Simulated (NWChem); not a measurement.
System: CBClF$_{4}$; SMILES FB(Cl)C(F)(F)F

Output (shortened):

```
             Northwest Computational Chemistry Package (NWChem) 7.3.0
             --------------------------------------------------------

 C1  symmetry detected

                             Geometry "geometry" -> ""
                             -------------------------

 Output coordinates in angstroms (scale by  1.889725989 to convert to a.u.)

  No.       Tag          Charge          X              Y              Z
 ---- ---------------- ---------- -------------- -------------- --------------
    1 B                    5.0000     0.49466989     0.56314680    -0.02300888
    2 C                    6.0000    -0.13092485    -0.91949229    -0.00939593
    3 F                    9.0000    -1.19017686    -1.04315138    -0.83545599
    4 F                    9.0000    -0.54841165    -1.21766917     1.24674224
    5 F                    9.0000     0.77952448    -1.84936831    -0.36750068
    6 Cl                  17.0000    -0.54433238     1.96365657    -0.00595389
    7 F                    9.0000     1.79971405     0.70119531    -0.01349265

 Effective nuclear repulsion energy (a.u.)     375.2480498139

                                 NWChem DFT Module
                                 -----------------

 Summary of "ao basis" -> "ao basis" (spherical)
 ------------------------------------------------------------------------------
       Tag                 Description            Shells   Functions and Types
 ---------------- ------------------------------  ------  ---------------------
 B                          def2-svp                 6       14   3s2p1d
 C                          def2-svp                 6       14   3s2p1d
 F                          def2-svp                 6       14   3s2p1d
 Cl                         def2-svp                 8       18   4s3p1d

            General Information
            -------------------
          SCF calculation type: DFT
          Wavefunction type:  closed shell.
          No. of atoms     :     7
          No. of electrons :    64
           Alpha electrons :    32
            Beta electrons :    32
          Charge           :     0
          Spin multiplicity:     1
          Use of symmetry is: off; symmetry adaption is: off
          Maximum number of iterations: 150
          AO basis - number of functions:   102
                     number of shells:    44
          Convergence on energy requested:  1.00D-06
          Convergence on density requested:  1.00D-05
          Convergence on gradient requested:  5.00D-04

              XC Information
              --------------
                        M06-L Method XC Functional
                         M06-L Exchange Functional  1.000
                       M06-L Correlation Potential  1.000

             Grid Information
             ----------------
          Grid used for XC integration:  coarse
          Radial quadrature: Mura-Knowles
          Angular quadrature: Lebedev.
          Tag              B.-S. Rad. Rad. Pts. Rad. Cut. Ang. Pts.
          ---              ---------- --------- --------- ---------
          B                   0.85       35           7.0       302
          C                   0.70       35           8.0       302
          F                   0.50       35          10.0       302
          Cl                  1.00       70           8.0       302
          Grid pruning is: on
          Number of quadrature shells:   280
          Spatial weights used:  Erf1

      Superposition of Atomic Density Guess
      -------------------------------------

 Sum of atomic energies:        -918.62236986

      Non-variational initial energy
      ------------------------------

 Total energy =    -920.513709
 1-e energy   =   -2022.297658
 2-e energy   =     726.535899
 HOMO         =      -0.371891
 LUMO         =       0.035160

     ---------------------------------------------
      Total Density - Mulliken Population Analysis
     ---------------------------------------------

    Atom       Charge   Shell Charges
 -----------   ------   -------------------------------------------------------
    1 B    5     4.33   1.99  0.85  0.12  1.03  0.20  0.14
    2 C    6     4.79   1.99  0.85  0.21  1.25  0.37  0.13
    3 F    9     9.42   1.99  1.14  0.77  3.45  2.06  0.00
    4 F    9     9.43   1.99  1.14  0.77  3.45  2.07  0.00
    5 F    9     9.43   1.99  1.14  0.77  3.46  2.06  0.00
    6 Cl  17    17.26   2.00  1.99  1.22  0.70  5.94  2.16  3.24  0.01
    7 F    9     9.34   1.99  1.15  0.71  3.50  1.98  0.00

   convergence    iter        energy       DeltaE   RMS-Dens  Diis-err
 ---------------- ----- ----------------- --------- --------- ---------
 d= 0,ls=0.0,diis     1   -921.8661870431 -1.30D+03  2.05D-02  1.88D+00
 d= 0,ls=0.0,diis     2   -921.4524863964  4.14D-01  1.26D-02  6.95D+00
 d= 0,ls=0.0,diis     3   -922.0853281394 -6.33D-01  1.59D-03  3.29D-02
 d= 0,ls=0.0,diis     4   -922.0867289458 -1.40D-03  7.83D-04  1.52D-02
 d= 0,ls=0.0,diis     5   -922.0873932027 -6.64D-04  2.86D-04  2.11D-03
  Resetting Diis
 d= 0,ls=0.0,diis     6   -922.0875915980 -1.98D-04  1.05D-04  3.50D-05
 d= 0,ls=0.0,diis     7   -922.0875973052 -5.71D-06  4.16D-05  4.48D-06
 d= 0,ls=0.0,diis     8   -922.0875972593  4.59D-08  1.53D-05  7.22D-06
 d= 0,ls=0.0,diis     9   -922.0875978710 -6.12D-07  3.96D-06  3.05D-07

         Total DFT energy =     -922.087597871038
      One electron energy =    -2022.937010602524
           Coulomb energy =      805.206533125143
    Exchange-Corr. energy =      -79.605170207561
 Nuclear repulsion energy =      375.248049813904

 Numeric. integr. density =       64.000011851059

                       DFT Final Molecular Orbital Analysis
                       ------------------------------------

 Vector   30  Occ=2.000000D+00  E=-3.501053D-01
              MO Center= -3.8D-01,  1.7D+00,  1.1D-02, r^2= 1.7D+00
   Bfn.  Coefficient  Atom+Function         Bfn.  Coefficient  Atom+Function
  ----- ------------  ---------------      ----- ------------  ---------------
    83      0.595357  6 Cl pz                80      0.452880  6 Cl pz
    77      0.262139  6 Cl pz                94      0.157576  7 F  pz
     6     -0.123686  1 B  pz                97     -0.115788  7 F  pz
    47      0.093142  4 F  py                50     -0.062716  4 F  py
    33     -0.046314  3 F  py                 9      0.044939  1 B  pz

 Vector   31  Occ=2.000000D+00  E=-3.447473D-01
              MO Center= -1.3D-01,  5.5D-01, -2.7D-02, r^2= 3.6D+00
   Bfn.  Coefficient  Atom+Function         Bfn.  Coefficient  Atom+Function
  ----- ------------  ---------------      ----- ------------  ---------------
    81      0.405641  6 Cl px                78      0.314577  6 Cl px
    93      0.267651  7 F  py                33     -0.247903  3 F  py
     5     -0.217692  1 B  py                47     -0.199358  4 F  py
    96     -0.187731  7 F  py                75      0.181796  6 Cl px
    17     -0.173518  2 C  s                 19     -0.168738  2 C  py

 Vector   32  Occ=2.000000D+00  E=-3.211770D-01
              MO Center= -2.6D-01,  8.2D-01,  4.1D-03, r^2= 3.5D+00
   Bfn.  Coefficient  Atom+Function         Bfn.  Coefficient  Atom+Function
  ----- ------------  ---------------      ----- ------------  ---------------
    82      0.374545  6 Cl py                81      0.328220  6 Cl px
    79      0.285347  6 Cl py                78      0.251129  6 Cl px
    17      0.230703  2 C  s                 19      0.207988  2 C  py
    61      0.207305  5 F  py                 5      0.182626  1 B  py
    76      0.164292  6 Cl py                47      0.161715  4 F  py

 Vector   33  Occ=0.000000D+00  E=-8.788732D-02
              MO Center=  3.5D-01,  5.1D-01, -3.7D-02, r^2= 2.2D+00
   Bfn.  Coefficient  Atom+Function         Bfn.  Coefficient  Atom+Function
  ----- ------------  ---------------      ----- ------------  ---------------
     6      0.670517  1 B  pz                 9     -0.355931  1 B  pz
    83      0.302227  6 Cl pz                94     -0.247586  7 F  pz
    97      0.218974  7 F  pz                80      0.172919  6 Cl pz
    23     -0.169963  2 C  pz                20     -0.144512  2 C  pz
    45      0.136037  4 F  s                 47     -0.114216  4 F  py

 Vector   34  Occ=0.000000D+00  E= 6.031137D-02
              MO Center=  7.9D-02,  8.2D-01,  1.5D-03, r^2= 3.1D+00
   Bfn.  Coefficient  Atom+Function         Bfn.  Coefficient  Atom+Function
  ----- ------------  ---------------      ----- ------------  ---------------
     3      1.696756  1 B  s                 17     -0.931825  2 C  s
    74     -0.589072  6 Cl s                 82      0.580981  6 Cl py
     2      0.456250  1 B  s                 21     -0.357995  2 C  px
    22     -0.353592  2 C  py                81     -0.343338  6 Cl px
    73     -0.319815  6 Cl s                  7     -0.311821  1 B  px

 Vector   35  Occ=0.000000D+00  E= 6.488938D-02
              MO Center=  5.2D-01, -9.6D-02, -1.7D-03, r^2= 3.2D+00
   Bfn.  Coefficient  Atom+Function         Bfn.  Coefficient  Atom+Function
  ----- ------------  ---------------      ----- ------------  ---------------
     3      1.127912  1 B  s                 22     -0.434666  2 C  py
    91     -0.436358  7 F  s                 17     -0.407597  2 C  s
    21      0.359425  2 C  px                18      0.354117  2 C  px
    59     -0.338323  5 F  s                  4     -0.285548  1 B  px
     7      0.283210  1 B  px                19     -0.227401  2 C  py

     ---------------------------------------------
      Total Density - Mulliken Population Analysis
     ---------------------------------------------

    Atom       Charge   Shell Charges
 -----------   ------   -------------------------------------------------------
    1 B    5     4.74   1.99  0.86 -0.01  1.50  0.22  0.18
    2 C    6     5.37   1.99  0.96  0.06  1.85  0.35  0.17
    3 F    9     9.23   1.99  1.17  0.77  3.32  1.98  0.01
    4 F    9     9.24   1.99  1.17  0.77  3.31  1.98  0.01
    5 F    9     9.23   1.99  1.17  0.77  3.32  1.98  0.01
    6 Cl  17    17.11   2.00  1.99  1.25  0.70  5.93  2.15  3.07  0.02
    7 F    9     9.08   1.99  1.17  0.70  3.34  1.88  0.01

     -------------------------------------------
      Total Density - Lowdin Population Analysis
     -------------------------------------------

    Atom       Charge   Shell Charges
 -----------   ------   -------------------------------------------------------
    1 B    5     5.24   1.96  0.56  0.23  1.39  0.68  0.42
    2 C    6     5.81   1.96  0.62  0.30  1.67  0.90  0.35
    3 F    9     9.08   1.98  1.04  0.73  3.20  2.12  0.01
    4 F    9     9.08   1.98  1.04  0.73  3.19  2.13  0.01
    5 F    9     9.08   1.98  1.04  0.73  3.20  2.12  0.01
    6 Cl  17    16.78   2.00  1.96  1.01  0.73  5.82  2.25  2.98  0.03
    7 F    9     8.93   1.98  1.00  0.69  3.18  2.07  0.01

     Multipole analysis of the density
     ---------------------------------

     L   x y z        total         alpha         beta         nuclear
     -   - - -        -----         -----         ----         -------
     0   0 0 0     -0.000000    -32.000000    -32.000000     64.000000

     1   1 0 0      0.092456      0.046228      0.046228      0.000000
     1   0 1 0      0.424741      0.212371      0.212371      0.000000
     1   0 0 1     -0.041682     -0.020841     -0.020841     -0.000000

     2   2 0 0    -33.336892   -117.441291   -117.441291    201.545690
     2   1 1 0     -0.387528      0.679451      0.679451     -1.746430
     2   1 0 1     -0.021756     -0.018468     -0.018468      0.015180
     2   0 2 0    -33.121695   -249.669317   -249.669317    466.216939
     2   0 1 1     -0.027899     -0.014720     -0.014720      0.001542
     2   0 0 2    -31.251414    -54.000552    -54.000552     76.749689

            General Information
            -------------------
          SCF calculation type: DFT
          Wavefunction type:  closed shell.
          No. of atoms     :     7
          No. of electrons :    64
           Alpha electrons :    32
            Beta electrons :    32
          Charge           :     0
          Spin multiplicity:     1
          Use of symmetry is: off; symmetry adaption is: off
          Maximum number of iterations: 150
          AO basis - number of functions:   102
                     number of shells:    44
          Convergence on energy requested:  1.00D-06
          Convergence on density requested:  1.00D-05
          Convergence on gradient requested:  5.00D-04

              XC Information
              --------------
                        M06-L Method XC Functional
                         M06-L Exchange Functional  1.000
                       M06-L Correlation Potential  1.000

             Grid Information
             ----------------
          Grid used for XC integration:  coarse
          Radial quadrature: Mura-Knowles
          Angular quadrature: Lebedev.
          Tag              B.-S. Rad. Rad. Pts. Rad. Cut. Ang. Pts.
          ---              ---------- --------- --------- ---------
          B                   0.85       35           7.0       302
          C                   0.70       35           8.0       302
          F                   0.50       35          10.0       302
          Cl                  1.00       70           8.0       302
          Grid pruning is: on
          Number of quadrature shells:   280
          Spatial weights used:  Erf1

          Convergence Information
          -----------------------
          Convergence aids based upon iterative change in
          total energy or number of iterations.
          Levelshifting, if invoked, occurs when the
          HOMO/LUMO gap drops below (HL_TOL):  1.00D-02
          DIIS, if invoked, will attempt to extrapolate
          using up to (NFOCK): 10 stored Fock matrices.

                    Damping( 0%)  Levelshifting(0.5)       DIIS
                  --------------- ------------------- ---------------
          dE  on:    start            ASAP                start
          dE off:    2 iters        150 iters           150 iters

                            NWChem DFT Gradient Module
                            --------------------------

  charge          =   0.00
  wavefunction    = closed shell

                         DFT ENERGY GRADIENTS

    atom               coordinates                        gradient
                 x          y          z           x          y          z
   1 B       0.934791   1.064193  -0.043480   -0.002231  -0.004308  -0.000133
   2 C      -0.247412  -1.737588  -0.017756    0.000454   0.003773   0.000606
   3 F      -2.249108  -1.971270  -1.578783   -0.006654   0.000291  -0.005725
   4 F      -1.036348  -2.301061   2.356001   -0.001691  -0.001002   0.007808
   5 F       1.473088  -3.494799  -0.694476    0.006992  -0.004788  -0.002637
   6 Cl     -1.028639   3.710773  -0.011251   -0.002713   0.004941  -0.000072
   7 F       3.400966   1.325067  -0.025497    0.005843   0.001093   0.000154
```

Level: M06-L/def2-SVP. All runs use the structure optimised with B3LYP/6-31G* (spherical d).

Q: Write an input that gives this output.

A: This is not unique; one that fits is the input that was run:
```
start job
memory heap 200 mb stack 900 mb global 1100 mb
geometry units angstroms noautoz
  B      0.451816    -0.581077     0.112868
  C     -0.106085     0.925896     0.025968
  F     -1.409174     1.016823     0.362677
  F      0.025485     1.379271    -1.246128
  F      0.584753     1.761671     0.829740
  Cl    -0.497793    -1.913809    -0.489886
  F      1.646968    -0.787203     0.614278
end
basis spherical
  B library def2-svp
  C library def2-svp
  F library def2-svp
  Cl library def2-svp
end
dft
  xc m06-l
  grid coarse
  iterations 150
  mulliken
end
task dft gradient
```
